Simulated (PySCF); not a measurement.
# Computed vibrations of [Ho(CH3)2]+

[Ho(CH3)2]+ (singlet in the valence; each metal's 4f electrons, 10 of them, lie in its core potential, out of spins and levels). PySCF 2.14.0, RKS PBE0, Ho lcecp-1-SVP with ECP56, C def2-SVP, H def2-SVP; non-relativistic Hamiltonian with scalar-relativistic core potentials where named; density fitting; no spin-orbit coupling. Central differences of gradients.

```xyz
9

Ho    0.0000    0.0000   -0.2327
C     1.7175    0.0176    1.2199
H     2.7008   -0.2099    0.7670
H     1.8049    1.0018    1.7204
H     1.5372   -0.7207    2.0246
C    -1.7175   -0.0176    1.2199
H    -2.7008    0.2099    0.7670
H    -1.8049   -1.0018    1.7204
H    -1.5372    0.7207    2.0246
```

Run from Python with OMP_NUM_THREADS=2. Where DIIS fails, smearing, a level shift and second-order steps follow.
It took 89 s on 2 threads of Arm Neoverse V1, on a shared host.

Q: What are the harmonic wavenumbers and infrared intensities?

A: Modes are labelled in C2; negative numbers are unstable modes, those under 60 cm⁻¹ near the noise; a finer grid moves soft modes by up to 10 cm⁻¹.
| cm⁻¹ | km/mol | symmetry |
| --- | --- | --- |
| 45 | 0.0 | a |
| 58 | 1.4 | b |
| 132 | 0.0 | a |
| 363 | 0.0 | a |
| 387 | 47.5 | b |
| 402 | 21.4 | b |
| 467 | 0.1 | a |
| 477 | 98.9 | b |
| 504 | 27.7 | a |
| 1159 | 3.7 | b |
| 1162 | 5.2 | a |
| 1370 | 3.1 | a |
| 1373 | 15.3 | b |
| 1377 | 15.2 | b |
| 1384 | 15.7 | a |
| 3007 | 11.4 | b |
| 3008 | 5.2 | a |
| 3108 | 0.0 | a |
| 3108 | 0.1 | b |
| 3119 | 0.0 | a |
| 3120 | 0.4 | b |

Q: Is this a minimum?

A: Yes, within the noise of the softest modes. Ideal gas at 298.15 K and 1 bar: S = 362.8 J/(mol K), Cp = 96.8 J/(mol K), H − H(0 K) = 20.7 kJ/mol (rigid rotor, harmonic modes, spin degeneracy alone, that of the 4f electrons in the core included; the modes under 60 cm⁻¹ make these uncertain).

An lcecp potential fixes the number of 4f electrons, so in runs with it no electron can move into or out of that shell.
